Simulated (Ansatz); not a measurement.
Name a neutral molecule of Al, C, N, O and H with HOMO energy (ωB97M-V/def2-TZVPP) between -9.50 and -9.20 eV and HOMO energy (PBE/def2-TZVPP) between -5.95 and -5.65 eV (Ansatz, PBE0-D4/def2-TZVP geometry).

`N/C(O)=[N]\[AlH2]` (-9.34 eV, -5.85 eV); `C/C(O)=[N]\[AlH2]` (-9.49 eV, -5.89 eV); `N=C(O)[NH][AlH2]` (-9.44 eV, -5.89 eV). Other molecules can fit too; these were computed, each in one conformer that needn't be the lowest.
